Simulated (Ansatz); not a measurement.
Frontier orbitals of H₈N₂Si₂, SMILES `N[SiH2][SiH2]N`.

Total charge 0; spin multiplicity 1. All single points use the PBE0-D4/def2-TZVP geometry. It is one conformer, not always the lowest. Basis def2-TZVPP, Ansatz 0.2.0.

Orbital energies of one run (eV). Highest occupied ones, from the top: -5.86, -6.04, -6.87, -7.96, -8.50, -9.29, -9.78, -11.76, -12.23, -12.33, -13.58, -20.90, -21.09, -93.83. Empty: -1.11, -0.13, 0.27, 0.78, 0.93, 1.16.

(1) Which functional gave them?
A. r2SCANh
B. PBE
C. ωB97X-V
D. HSE06 (plane-wave form)

Results:

(1) B. HOMO energies: PBE -5.86, r2SCANh -6.64, ωB97X-V -9.57, HSE06 -6.78 eV.
